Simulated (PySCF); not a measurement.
r2SCANh on Si⁻ (silicon, charge -1), [Ne] 3s2 3p3, high-spin 4S determinant. Calculation: PySCF 2.14, in aug-cc-pV(Q+d)Z with one added diffuse shell each of s, p, d, f, g type (8s7p6d4f3g, 114 functions); the non-relativistic Hamiltonian (point nucleus).

```
cycle= 1 E= -289.403839855774  delta_E= -0.00223  |g|= 0.0143  |ddm|= 0.73
cycle= 2 E= -289.403919397359  delta_E= -7.95e-05  |g|= 0.00539  |ddm|= 0.182
cycle= 3 E= -289.403948471441  delta_E= -2.91e-05  |g|= 0.00316  |ddm|= 0.0311
cycle= 4 E= -289.403957774942  delta_E= -9.3e-06  |g|= 0.000346  |ddm|= 0.0196
cycle= 5 E= -289.403957923632  delta_E= -1.49e-07  |g|= 1.84e-05  |ddm|= 0.00224
cycle= 6 E= -289.403957924071  delta_E= -4.39e-10  |g|= 1.75e-06  |ddm|= 0.000177
converged SCF energy = -289.403957924071  <S^2> = 3.7501227  2S+1 = 4.0000613
```

Highest occupied orbital energy: 0.644 eV; ⟨L²⟩ = 0.00; populations by l: s 6.00, p 9.00, d 0.00, f 0.00.

Task: Can this result be used?

Result: With care. The calculation finished and met its thresholds. At r2SCANh the highest occupied level has a positive energy, so only the finite basis holds that electron; in a semilocal or global hybrid functional this comes from self-interaction and does not mean that the real anion is unbound.
